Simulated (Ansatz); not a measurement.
Reaction (homolysis of the Ge–I bond): `[Cl][Ge]([Cl])([I])[I]` → `[Cl][Ge]([Cl])[I]`• + I•

Gas-phase electronic energies from Ansatz, PBE0-D4/def2-TZVP geometries. CBS: MP2 limit from def2 TZ/QZ plus the TZ coupled-cluster correction, frozen cores. Functionals use def2-TZVPP. B3LYP here is the variant with VWN-RPA as its local correlation; programs differ in this. HSE06 is defined as in plane-wave codes. No spin–orbit coupling; open shells (•) take unrestricted orbitals. Spin–orbit coupling would lower the free atoms: strongly for I. Elements past krypton have def2 core potentials. Bonds to Ge, I are less sure, by a few kJ/mol each and by 10 to 20 or more in all where they break to atoms, as the def2 sets lack core-valence functions. Scalar relativity is left out up to krypton.

`[Cl][Ge]([Cl])([I])[I]`:

```xyz
5

Cl   -1.118    1.797   -0.447
Ge   -0.052    0.005   -0.003
Cl   -1.494   -1.540    0.279
I     1.418   -0.578   -1.922
I     1.246    0.315    2.094
```

`[Cl][Ge]([Cl])[I]`•:

Z-matrix (Å, degrees):
```
Ge
Cl 1 2.154
I 1 2.525 2 110.1
Cl 1 2.155 2 106.8 3 119.6
```

```
             level  ΔE (eV)  difference from CCSD(T)/CBS
            PBE-D4     2.77                        -0.29
         revPBE-D4     2.66                        -0.40
            B97M-V     2.71                        -0.35
          B3LYP-D4     2.63                        -0.43
           ωB97X-V     2.86                        -0.20
              BLYP     2.26                        -0.80
            r2SCAN     2.70                        -0.36
             B3LYP     2.41                        -0.65
             HSE06     2.71                        -0.35
RPA@PBE/def2-TZVPP     2.53                        -0.53
     CCSD/def2-SVP     2.54                        -0.52
  CCSD(T)/def2-SVP     2.60                        -0.46
CCSD(T)/def2-TZVPP     2.86                        -0.20
SCS-MP2/def2-QZVPP     3.11                         0.05
     MP2/CBS(def2)     3.37                         0.31
    CCSD/CBS(def2)     2.95                        -0.11
       CCSD(T)/CBS     3.06                            0
```

Largest T1 diagnostic among the species: 0.012.

At CCSD(T), def2-SVP lies −0.46 eV from the extrapolated value and def2-TZVPP −0.20 eV: correlation converges slowly with the basis, and small sets miss more of it in the bonded molecule than in its fragments. In def2-TZVPP, CCSD(T) changes the Hartree–Fock value by +1.06 eV (the triples alone add +0.12 eV) and MP2 by +1.37 eV; breaking electron pairs costs correlation energy, which Hartree–Fock lacks. From PBE to PBE0 (25 % exact exchange), in def2-TZVPP and without D4, ΔE moves by +0.07 eV.

CCSD(T)/CBS has its own doubt, a few kJ/mol and more with outer-core shells, so smaller differences from it don't rank the levels.
